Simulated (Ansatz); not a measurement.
A made-up structure of BGeH₄, doublet:

```
6
angstrom
B 0.0090 0.8790 -0.1015
Ge -0.0110 -1.0811 0.1249
H -1.0001 -1.6985 1.0844
H 0.9631 -1.9207 -0.6665
H 0.7148 1.4577 -0.8010
H -0.6835 1.6160 0.4460
```

It is relaxed with PBE-D4/def2-SVP and then PBE0-D4/def2-TZVP (Ansatz 0.2.0). Atoms count as bonded within 1.22 times the sum of their covalent radii (H–H: 0.88 Å). The end point is not checked to be a true minimum.

Task: Does its bonding change? (Judge from chemistry; the calculation decides.)

Result: The calculation gives: No: no bond forms or breaks.

Where it ends: The first stage lowers the energy by 0.28 eV in 4 steps. It ends as BGeH₄ ([BH2][GeH2]):
```json
{"atom": "B1", "x (Å)": "0.0100", "y (Å)": "0.9564", "z (Å)": "-0.1101"}
{"atom": "Ge2", "x (Å)": "-0.0102", "y (Å)": "-1.0036", "z (Å)": "0.1159"}
{"atom": "H3", "x (Å)": "-0.9529", "y (Å)": "-1.7762", "z (Å)": "1.0500"}
{"atom": "H4", "x (Å)": "0.9144", "y (Å)": "-1.9876", "z (Å)": "-0.6154"}
{"atom": "H5", "x (Å)": "0.7908", "y (Å)": "1.4440", "z (Å)": "-0.8684"}
{"atom": "H6", "x (Å)": "-0.7597", "y (Å)": "1.6195", "z (Å)": "0.5144"}
```

Labels in which every atom is bracketed show which atoms are joined, not bond orders.

For scale, one of the runs: PBE0-D4/def2-TZVP relaxation, 103 basis functions, launched by `ansatz run in.yaml --threads 2 --pin off --events-out ev --progress --plain --max-ram 4352MiB`. Hardware: 2 CPU threads of an Intel Xeon, shared host. Wall time about 21 s.
